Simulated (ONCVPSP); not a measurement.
## fluorine ONCV: all-electron and pseudo phase curves

- Element: fluorine (F)
- Generator: ONCVPSP 4.0.1
- Type: optimised norm-conserving Vanderbilt (ONCV)
- Functional: LDA (Perdew-Zunger)
- Relativity: scalar-relativistic
- Frozen core: [He]
- Valence charge: 7
- Reference configuration: 2s2 2p5
- Partial waves: 2s: rc 0.75 bohr, ncon 4, nbas 9, qcut 11.2 1/bohr, local; 2p: rc 1.60 bohr, ncon 3, nbas 7, qcut 6.8 1/bohr, 2 projectors, debl 2.5 Ha
- Local potential: the s channel
- Core correction: Teter function, fcfact 1.75, rcfact 1.55

The phase is arctan(r·R′/R) of the radial function R(r), unwrapped; energies in Ha, scanned from -3 to 5 Ha. A pole is an energy at which the radial function vanishes at the test radius. The pseudo phase is shifted by a multiple of π to meet the all-electron one at the reference energy, and phase errors are pseudo minus all-electron; the curves can meet again beyond the range given. Levels narrower than the energy grid can be missing from the lists of poles.

Problem. For each channel, where are the poles, and over which energies does the pseudopotential scatter like the atom?

Solution.

```tsv
channel	radius (bohr)	reference energy (Ha)	poles, all-electron	poles, pseudo	unbroken range about the reference energy with phases within 0.05 rad	phase error 1 Ha above the reference energy (rad)
s	0.76	-1.09	none	none	the whole range	-0.001
p	1.63	-0.42	0.05	0.05	the whole range	+0.001
```

Phases in the s channel:

```csv
E (Ha),all-electron,pseudo
-2.98,-0.181,-0.185
-2.54,-0.338,-0.341
-2.10,-0.487,-0.488
-1.66,-0.624,-0.624
-1.22,-0.744,-0.744
-0.78,-0.849,-0.849
-0.34,-0.940,-0.940
0.10,-1.018,-1.019
0.54,-1.085,-1.086
0.98,-1.143,-1.145
1.42,-1.193,-1.196
1.86,-1.237,-1.240
2.30,-1.276,-1.280
2.74,-1.311,-1.315
3.18,-1.341,-1.347
3.62,-1.369,-1.376
4.06,-1.395,-1.402
4.50,-1.418,-1.426
4.94,-1.439,-1.449
```
